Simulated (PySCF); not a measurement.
C₃H₃BFNO, SMILES FB1OC[C@H]1C#N. Atoms are numbered in the order given.

```xyz
10

N      2.7495    -0.2764    -0.1699
C      1.6610    -0.2419     0.2279
C      0.2909    -0.2049     0.6973
C     -0.6641    -1.3424     0.2314
O     -1.5941    -0.4315    -0.4332
B     -0.8059     0.6267    -0.1264
F     -1.0060     1.8826    -0.4430
H      0.2577    -0.0255     1.7835
H     -0.2254    -2.0437    -0.4918
H     -1.1687    -1.8850     1.0432
```
Charge 0, spin multiplicity 1.

Geometry: B3LYP-D3(BJ)/def2-SVP. The structure was generated by enumeration; whether it is a known compound was not checked.

Method: HF/pcSseg-1 in PySCF.

GIAO shieldings, no solvent; atoms alike by connectivity are averaged. δ = σ(ref) − σ: ¹⁵N against NH3 (σ = 267.3 ppm); ¹³C against TMS (σ = 192.6 ppm); ¹⁷O against H2O (σ = 333.0 ppm); ¹¹B against BF3 (σ = 102.7 ppm); ¹⁹F against CFCl3 (σ = 238.5 ppm); ¹H against TMS (σ = 31.99 ppm), references at their B3LYP-D3(BJ)/def2-TZVP geometries, non-relativistic.

```
atoms    nucleus  count  δ (ppm)
-------  -------  -----  -------
N1           ¹⁵N      1    321.1
C2           ¹³C      1    127.1
C4           ¹³C      1     63.5
C3           ¹³C      1     15.0
O5           ¹⁷O      1    163.3
B6           ¹¹B      1      [?]
F7           ¹⁹F      1      [?]
H9, H10       ¹H      2      [?]
H8            ¹H      1      [?]
```

Q: Fill in the missing entries. (Estimate from the structure and the level; the computed values follow.)

A: 
- H9, H10, δ (ppm): 4.54
- F7, δ (ppm): -57.2
- H8, δ (ppm): 2.75
- B6, δ (ppm): 16.2
